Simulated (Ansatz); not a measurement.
Several settings on one geometry of ZnMeCl (CH₃ClZn) (that of the charge 0 singlet, B3LYP-D4/def2-TZVP). Ansatz on 4 threads of AMD EPYC 7B13 on a shared host; times are rough.

```xyz
6

Zn   -0.006    0.004   -1.126
C     0.004   -0.001    0.813
H    -0.447    0.916    1.193
H     1.027   -0.070    1.182
H    -0.564   -0.854    1.188
Cl   -0.015    0.006   -3.250
```

Totals from different functionals, basis sets or treatments of relativity can't be compared as stabilities.

The 6-31G sets use Cartesian d functions.

The spins typed aren't always the lowest for that charge.

(1) Give the basis size and estimate the energy, ⟨S²⟩ and time of these runs.

```csv
run,method,charge,state,further keys
1,RKS r2SCAN0-D4/def2-mTZVPP,0,singlet,scf: {omitted_lower_state_checks: [starts]}
2,UKS revPBE0-D4/def2-SVPD,0,triplet,–
3,UKS r2SCANh-D4/6-31G*,-1,doublet,forces asked
```

Results:

(1) 
```
run  functions  energy (Eh)  ⟨S²⟩  wall time
  1         94   -2279.4717     –      1.4 s
  2        105   -2278.7181  2.00      4.7 s
  3         76   -2279.0794  0.75       28 s
```

The highest occupied level of an anion often lies above zero with these methods, and sets without diffuse functions describe the outer electron poorly.
